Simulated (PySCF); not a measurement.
Compound: C9H8.
SMILES: `C#CC1=C[C@@]2(C)C=C[C@@H]12`

Method used: PySCF, PBE0-D3(BJ)/def2-SVP geometry optimisation, gas phase.

Masses are those of the commonest isotopes; rigid-rotor values at the optimised geometry. 

(1) What are A, B and C (cm⁻¹)?

(2) What kind of rotor is it?

(3) What does the inertial defect say?

(4) Which types of transition are allowed, and where do some lines up to J = 2 fall?

(5) Estimate the classical rotational partition function at 10 K, 200 K and 500 K.

Answers

(1) Ia = 136.10, Ib = 420.37, Ic = 489.45 u·Å²; 505379 MHz·u·Å²/I gives 3713, 1202 and 1033 MHz, that is A = 0.12386, B = 0.04010, C = 0.03444 cm⁻¹.

(2) An asymmetric top. Ray's parameter κ = (2B − A − C)/(A − C) = -0.873; −1 is the prolate and +1 the oblate limit.

(3) Not planar: Δ = Ic − Ia − Ib = -67.02 u·Å². For a rigid frame Δ = −2 Σ m c², so Σ m c² = 33.51 u·Å² lies off the ab plane: 10.81 from hydrogen and 22.70 from heavier atoms. The atom farthest from that plane is 1.85 Å away.

(4) The dipole components are |μa| = 0.66 D, |μb| = 0.05 D, |μc| = 0.02 D. Intensities carry the squares of the components, which stand as 1.00 : 0.01 : 0.00 (a : b : c). Some lines, for components of 0.1 D or more:

| type | branch | J(Ka,Kc) | MHz | lower level (cm⁻¹) |
| --- | --- | --- | --- | --- |
| a | Q | 2(1,1) ← 2(1,2) | 509 | 0.302 |
| a | R | 1(0,1) ← 0(0,0) | 2235 | 0.000 |
| a | R | 2(1,2) ← 1(1,1) | 4300 | 0.158 |
| a | R | 2(0,2) ← 1(0,1) | 4461 | 0.075 |
| a | R | 2(1,1) ← 1(1,0) | 4639 | 0.164 |

(5) Point group C1, symmetry number σ = 1; q = (√π/σ)·√((kT/h)³/(ABC)), k/h = 20836.6 MHz/K: 2480 at 10 K, 222000 at 200 K, 878000 at 500 K.

Whether it is a minimum is left open (no frequencies). Zero-point vibration and centrifugal distortion are left out. A rigid rotor knows nothing of internal rotation, which can split or shift real lines.
